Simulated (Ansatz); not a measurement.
Basis-set extrapolation for C2H7AlBNO (`CB1C(O)[N]1[AlH2]`) (PBE0-D4/def2-TZVP geometry, frozen core, Ansatz). Multiplicity 1, RHF reference.

|  | def2-TZVPP | def2-QZVPP |
| --- | --- | --- |
| HF | -475.839573 | -475.857743 |
| MP2 correlation | -0.954816 | -1.021972 |
| CCSD(T) correlation | -1.036518 | not run |

Energies in hartree. Use E(X) = E(∞) + A·exp(−7.88·√X) for Hartree–Fock and E(X) = E(∞) + B·X^(−2.97) for correlation, with X = 3 and 4, and add CCSD(T) minus MP2 of the smaller set to the MP2 limit.

Question: What is the CCSD(T) energy at the basis-set limit?

Answer: HF limit: -475.857743 + (-0.018170) × 0.13774 = -475.86025. MP2 limit: -1.021972 + (-0.067156) × 0.74074 = -1.07172. Higher-order term: -1.036518 − (-0.954816) = -0.08170. Total: -477.01367 hartree, 361.2 kJ/mol below CCSD(T)/def2-TZVPP.
